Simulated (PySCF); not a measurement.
## Ionisation energy of Pd²⁺ by level of theory

Pd²⁺ [Kr] 4d8 (3F) → Pd³⁺ [Kr] 4d7 (4F), as a difference of total energies. Computed with PySCF 2.14 in aug-cc-pVDZ-PP with ECP28MDF (5s5p4d2f, 54 functions), with scalar relativity through the core potential. Correlated levels: valence: 4s2 4p6 frozen. The calculations carry no spin-orbit coupling.

| method | ionisation energy (eV) | difference from reference (eV) |
| --- | --- | --- |
| UHF | 31.124 | -1.806 |
| MP2 (valence) | 32.508 | -0.422 |
| SCS-MP2 (valence) | 32.498 | -0.432 |
| CCSD (valence) | 32.415 | -0.515 |
| CCSD(T) (valence) | 32.449 | -0.481 |

Reference: 32.93 eV (semi-empirical (NIST evaluation); NIST Atomic Spectra Database, ionization energies).

The reference lies between the lowest fine-structure levels, while these numbers refer to the centres of the terms.

Errors of the correlated levels include the incompleteness of this basis and the frozen core.
